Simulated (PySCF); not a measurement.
## Germanium: a sound run and one with changed settings

Sound run: Ge [Ar] 3d10 4s2 4p2, Ge+ [Ar] 3d10 4s2 4p1. All numbers are calculated (PySCF 2.14, a scalar-relativistic core potential, in cc-pVTZ-PP with ECP10MDF). The sound run starts from symmetry-adapted Hartree-Fock orbitals and uses a fine grid where one is needed.

Changed run: basis STO-3G, all-electron and non-relativistic. This setting is unsound on purpose.

```tsv
species	method	sound run (hartree)	changed run (hartree)	converged
Ge	UHF	-293.35281	-2051.63626	yes
Ge	BP86	-294.66668	-2053.00310	yes
Ge	r2SCAN	-294.41372	-2052.91020	yes
Ge+	UHF	-293.08057	-2051.47666	yes
Ge+	BP86	-294.37461	-2052.81951	yes
Ge+	r2SCAN	-294.11893	-2052.72124	yes
```

Ionisation energy of Ge:

| method | sound run (eV) | changed run (eV) |
| --- | --- | --- |
| UHF | 7.408 | 4.343 |
| BP86 | 7.948 | 4.996 |
| r2SCAN | 8.022 | 5.142 |

A minimal basis cannot let orbitals breathe on ionisation and holds almost no correlation. The Hamiltonian changed with the basis, so the totals do not compare.

For comparison, NIST gives 7.899 eV between the lowest levels.
